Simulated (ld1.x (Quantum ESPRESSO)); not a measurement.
## Logarithmic derivatives: Cr (Z = 24), TM

Cr, norm-conserving Troullier–Martins (Kleinman–Bylander form), made with ld1.x (Quantum ESPRESSO) 7.5 (PBE, scalar-relativistic). Core [Ne], reference 3s2 3p6 3d5.5 4s0.5 4p0. Waves: 3s (bound): rc 1.15 bohr; 3p (bound): rc 1.35 bohr; 3d (bound): rc 1.10 bohr. Local part: all-electron potential smoothed inside 0.95 bohr (lloc = -1). Core correction: a·sin(br)/r model core, default radius (core density twice the valence density).

Occupied shells without a wave of their own: 4s. They enter only through the test configuration that unscreens the potential, and ld1.x also counts them in the model core charge.

The phase is arctan(r·u′/u) with u = r·R(r), unwrapped; energies in Ry, scanned from -7 to 5 Ry. A pole is an energy at which the radial function vanishes at the test radius. The pseudo phase is shifted by a multiple of π to meet the all-electron one at the reference energy, and phase errors are pseudo minus all-electron; the curves can meet again beyond the range given. Levels narrower than the energy grid can be missing from the lists of poles.

```
channel  radius (bohr)  reference energy (Ry)  poles, all-electron  poles, pseudo  unbroken range about the reference energy with phases within 0.05 rad  phase error 1 Ry above the reference energy (rad)
      s           1.50                  -5.34                -4.25          -4.26                                                              below 1.2                                             -0.001
      p           1.50                  -3.25                -1.88          -1.89                                                              below 4.5                                             -0.000
      d           1.50                  -0.14                 1.71           1.73                                                        the whole range                                             +0.001
```

ld1.x takes every shell without a wave as core, so the model core holds the 4s electrons as well and exchange and correlation see them twice. This cancels in the reference configuration, but the file is broken for other ones, and its errors say nothing about a proper core correction.

Phases in the d channel:

| E (Ry) | all-electron | pseudo |
| --- | --- | --- |
| -7.00 | 1.315 | 1.315 |
| -6.48 | 1.304 | 1.304 |
| -5.96 | 1.291 | 1.292 |
| -5.44 | 1.277 | 1.277 |
| -4.92 | 1.259 | 1.260 |
| -4.40 | 1.238 | 1.239 |
| -3.88 | 1.212 | 1.212 |
| -3.36 | 1.178 | 1.179 |
| -2.84 | 1.132 | 1.133 |
| -2.32 | 1.065 | 1.066 |
| -1.80 | 0.959 | 0.959 |
| -1.28 | 0.762 | 0.763 |
| -0.76 | 0.333 | 0.334 |
| -0.24 | -0.472 | -0.472 |
| 0.28 | -1.082 | -1.082 |
| 0.80 | -1.358 | -1.357 |
| 1.32 | -1.500 | -1.499 |
| 1.84 | -1.589 | -1.588 |
| 2.36 | -1.654 | -1.651 |
| 2.88 | -1.707 | -1.703 |
| 3.40 | -1.754 | -1.750 |
| 3.92 | -1.801 | -1.795 |
| 4.44 | -1.850 | -1.842 |
| 4.96 | -1.907 | -1.894 |
